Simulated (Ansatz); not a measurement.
Consider the hydrogenolysis of a Ge–N bond: `[NH2][GeH]([NH2])[NH2]` + H₂ → `[NH2][GeH2][NH2]` + NH₃.

Isolated molecules relaxed with PBE0-D4/def2-TZVP in Ansatz; ΔE leaves out vibrations. CBS: MP2 limit from def2 TZ/QZ plus the TZ coupled-cluster correction, frozen cores. This one scheme is used for every species. Functionals use def2-TZVPP. For Ge outer-core shells are correlated without core-valence functions, which leaves a few kJ/mol of doubt a bond. Scalar relativity is left out up to krypton. Each species was taken in one conformer, which may not be the lowest.

```json
{"level": "B97M-V", "ΔE (kJ/mol)": "-10.0"}
{"level": "revPBE", "ΔE (kJ/mol)": "-10.9"}
```

Q: What does CCSD(T)/CBS give? (Best estimate.)

A: The calculation gave: +1.8 kJ/mol. The listed levels differ from it by -11.8, -12.7 kJ/mol.

Largest T1 diagnostic among the species: 0.010.

Leaving LDA and LC-ωPBE aside and taking each functional with its dispersion term where it has one, the values, not all of them listed here, spread over 11.9 kJ/mol, from B97M-V to revPBE-D4. LDA lies +5.5 kJ/mol from PBE without D4. The D4 term adds +8.3 kJ/mol with B3LYP and +4.6 kJ/mol with PBE0; it sums over pairs of atoms, weighted by their polarisabilities, and B3LYP, whose exchange is more repulsive, gets the larger term. At CCSD(T), def2-SVP lies −7.4 kJ/mol from the extrapolated value and def2-TZVPP +0.2 kJ/mol.

B3LYP here is the variant with VWN-RPA as its local correlation; programs differ in this.
